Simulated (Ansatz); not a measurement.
Molecule: SiBr2, net charge 0, singlet state. SMILES: [Si](Br)Br
Geometry from a B3LYP-D3(BJ)/def2-TZVP (Ansatz, a quantum-chemistry and plane-wave program) optimisation:
```
Si
Br 1 2.2694
Br 1 2.2694 2 102.37
```
Charge 0, spin multiplicity 1.

Wanted: vertical ionisation energy (to the doublet state of charge +1; each state is the SCF solution reached for its spin; for the singlet the Hartree-Fock reference is unstable and T1 is 0.014), in eV. Correlated levels leave the core frozen unless marked. UHF or UKS for open shells. Spin-orbit coupling is left out. The frozen core is the preceding noble-gas configuration, with the filled d and f shells of earlier blocks. Non-relativistic. CBS marks a two-point X^-3 extrapolation of the correlation energy; Hartree-Fock from the larger set. The bracket is a focal-point correction in the basis named.

| level | program | vertical ionisation energy (eV) |
|---|---|---|
| HF/def2-TZVPPD | Ansatz | 8.95 |
| HF/def2-QZVPPD | Ansatz | 8.94 |
| PBE/def2-TZVPD | Ansatz | 9.42 |
| B3LYP/def2-TZVPD | Ansatz | 9.62 |
| PBE0/def2-TZVPD | Ansatz | 9.60 |
| RI-MP2/def2-TZVPPD | Ansatz | 9.66 |
| RI-MP2/CBS(def2-TZVPPD,def2-QZVPPD) | Ansatz | 9.81 |

Problem. Estimate the value at RI-MP2/CBS(def2-TZVPPD,def2-QZVPPD)+[CCSD(T)-MP2]/def2-TZVPPD as computed with Ansatz.

Solution. 9.80 eV
